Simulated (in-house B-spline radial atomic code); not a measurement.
Values are calculated unless marked as measured or tabulated.
## Correlation energy from the adiabatic connection: −Z/r, Z = 2.15, wall at 5.06 bohr

Two electrons in a singlet, external potential −Z/r, Z = 2.15, wall at 5.06 bohr (atomic units). Full CI in B-splines (partial waves to l = 8, correlation up to 0.6 % small) with the density held fixed gives W(λ) = <V_ee>_λ − U, and E_c is the integral of W(λ) − W(0) from 0 to 1.

```
   λ  W(λ) − W(0) (hartree)
   0                0.00000
0.02               -0.00191
0.05               -0.00475
0.12               -0.01125
0.25               -0.02284
 0.4               -0.03549
 0.6               -0.05126
 0.8               -0.06589
   1               -0.07951
```

**Question.** Integrate the table by the trapezoid rule.

**Answer.** The strips give -0.00002, -0.00010, -0.00056, -0.00222, -0.00437, -0.00867, -0.01172, -0.01454, which sum to -0.04220 hartree. The direct value, W(1) − W(0) + T_c with T_c = 0.03724, is -0.04227; the curve is convex, so chords lie above it and the trapezoids fall short in size by 0.16 %.

**Question.** Now use only three numbers: W(0) = -1.119, the initial slope W'(0) = -0.09607 (extrapolated from the first points) and the strong-coupling limit of the point-charge-plus-continuum model, W∞ = -1.5936. What do second-order theory and the interpolation W(λ) = W∞ + (W(0) − W∞)/√(1 + 2χλ) of Seidl, Perdew and Levy give?

**Answer.** Second order keeps the slope alone: E_c = W'(0)/2 = -0.04804, +14 % in size against -0.04227. Matching the slope fixes χ = W'(0)/(W∞ − W(0)) = -0.09607/(-0.47460) = 0.20242. Integrating, with s = √(1 + 2χ) = 1.185262, E_c = −(W(0) − W∞)(s − 1)/(s + 1) = −0.47460 × 0.185262/2.185262 = -0.04024 hartree, -4.8 % in size against the full result. At λ = 1 the formula gives W − W(0) = -0.07418 against -0.07951. Part of the miss can come from the model's W∞.
